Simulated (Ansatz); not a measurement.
Basis-set extrapolation for H5OPSSi2, SMILES `[SiH3][SiH]1OPS1` (PBE0-D4/def2-TZVP geometry, frozen core, Ansatz 0.2.0). Multiplicity 1, RHF reference.

|  | def2-TZVPP | def2-QZVPP |
| --- | --- | --- |
| HF | -1394.066519 | -1394.109456 |
| MP2 correlation | -0.792464 | -0.858771 |
| CCSD(T) correlation | -0.890208 | not run |

Energies in hartree. Use E(X) = E(∞) + A·exp(−7.88·√X) for Hartree–Fock and E(X) = E(∞) + B·X^(−2.97) for correlation, with X = 3 and 4, and add CCSD(T) minus MP2 of the smaller set to the MP2 limit.

Problem. What is the CCSD(T) energy at the basis-set limit?

Solution. HF limit: -1394.109456 + (-0.042937) × 0.13774 = -1394.11537. MP2 limit: -0.858771 + (-0.066307) × 0.74074 = -0.90789. Higher-order term: -0.890208 − (-0.792464) = -0.09774. Total: -1395.12100 hartree, 4.47 eV below CCSD(T)/def2-TZVPP.
